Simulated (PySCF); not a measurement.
Excitations are Tamm–Dancoff values on a coarser integration grid. The basis has no diffuse functions, so Rydberg states are missing or too high.

Z-matrix (Å, degrees):
```
C
F 1 1.3218
F 1 1.3218 2 108.70
F 1 1.3218 2 108.70 3 118.17
Cl 1 1.7555 2 110.23 3 -120.92
```
Charge 0, multiplicity 1.

Task: Estimate the HOMO, dipole moment, T1 excitation (TDA), total energy, HOMO–LUMO gap, S1–T1 gap (TDA), brightest of the four lowest singlets (TDA) and LUMO that PBE0-D3(BJ)/def2-TZVP (PySCF) returns for this input.

Result: 
```json
{
  "HOMO": "-10.05 eV",
  "dipole_moment": "0.35 D",
  "T1 excitation (TDA)": "7.11 eV",
  "total_energy": "-21701.88 eV",
  "HOMO–LUMO gap": "10.16 eV",
  "S1–T1 gap (TDA)": "1.11 eV",
  "brightest of the four lowest singlets (TDA)": "10.91 eV",
  "LUMO": "0.11 eV"
}
```
